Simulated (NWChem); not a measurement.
System: C3HF2NS; SMILES c1c(sc(F)n1)F

Program: NWChem. Geometry: optimised at PBE0/def2-SVP. Level: M05-2X/def2-SVP with SMD (1 M gas to 1 M solution), gas-phase geometry.

Order these by “cavity-dispersion-structure term (kcal/mol)”, lowest first: water; dichloromethane; 1-octanol.

dichloromethane (0.1), 1-octanol (1.2), water (2.1)
